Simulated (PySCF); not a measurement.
Mayer bond orders and bond lengths

Species: C₉H₁₀P (charge +1).
SMILES with atom numbers: `[CH3:1][C:2]1=[CH:3][c:4]2[cH:5][cH:6][cH:7][cH:8][c:9]2[PH2+:10]1` (hydrogens: H11, H12, H13 on C1; H14 on C3; H15 on C5; H16 on C6; H17 on C7; H18 on C8; H19, H20 on P10)

Geometry (PBE0-D3(BJ)/def2-SVP, Å), atoms numbered from 1 in this order:
```
atom  x, y, z in Å
C1     2.9205    0.0399   -0.3123
C2     1.4348   -0.0433   -0.2968
C3     0.5195    0.9383   -0.1199
C4    -0.8993    0.5609   -0.1538
C5    -1.9945    1.4037    0.0024
C6    -3.2842    0.8651   -0.0620
C7    -3.4882   -0.4967   -0.2798
C8    -2.4010   -1.3624   -0.4390
C9    -1.1261   -0.8187   -0.3731
P10    0.4887   -1.5595   -0.5222
H11    3.3717   -0.5690    0.4875
H12    3.2377    1.0808   -0.1632
H13    3.3394   -0.3078   -1.2701
H14    0.8203    1.9776    0.0422
H15   -1.8487    2.4725    0.1731
H16   -4.1461    1.5247    0.0602
H17   -4.5036   -0.8949   -0.3271
H18   -2.5655   -2.4285   -0.6093
H19    0.7698   -2.5474    0.4488
H20    0.7283   -2.1972   -1.7606
```

Bond orders from the PBE0/pcSseg-1 density (PySCF). Geometry: PBE0-D3(BJ)/def2-SVP; no solvent, vibrations or thermal averaging.

Question: How far do the computed orders between heavy atoms stray from the drawn ones?

Answer: The largest departure is 0.285, at C2–C3 (drawn double, 1.715), counting aromatic bonds as 1.5. The bonds drawn aromatic range from 1.31 to 1.45.

Question: Set the Mayer orders of the bonds between heavy atoms beside their lengths.

Answer: 
```
  bond  drawn as  length (Å)  Mayer order
 C1–C2    single       1.488        1.039
 C2–C3    double       1.354        1.715
 C3–C4    single       1.469        1.058
 C4–C5  aromatic       1.391        1.392
 C5–C6  aromatic       1.399        1.404
 C6–C7  aromatic       1.394        1.446
 C7–C8  aromatic       1.399        1.424
 C8–C9  aromatic       1.388        1.409
C9–P10    single       1.783        0.977
P10–C2    single       1.801        0.955
 C9–C4  aromatic       1.415        1.311
```

Bonds between the same two heavy elements. C–C: lowest C1–C2 (1.039, 1.488 Å), highest C2–C3 (1.715, 1.354 Å); in 3 of the 36 pairs the longer bond (by over 0.003 Å) has the higher order (by 0.02 or more). C–P: lowest P10–C2 (0.955, 1.801 Å), highest C9–P10 (0.977, 1.783 Å).

Question: And the bonds to hydrogen?

Answer: C–H: 0.93 to 0.97 (8 bonds); H–P: 0.91 (2 bonds).

Question: Sum the orders of all bonds at each heavy atom with more than one neighbour and set the sums beside the valence in the SMILES.

Answer: C1 3.857 (drawn 4), C2 3.709 (drawn 4), C3 3.744 (drawn 4), C4 3.761 (drawn 4), C5 3.767 (drawn 4), C6 3.800 (drawn 4), C7 3.824 (drawn 4), C8 3.795 (drawn 4), C9 3.697 (drawn 4), P10 3.744 (drawn 4). Orders between atoms that aren't bonded are not in these sums.

For a closed shell the Mayer order of atoms A and B is Σ (PS)μν (PS)νμ over the basis functions μ on A and ν on B, with P the density and S the overlap matrix.
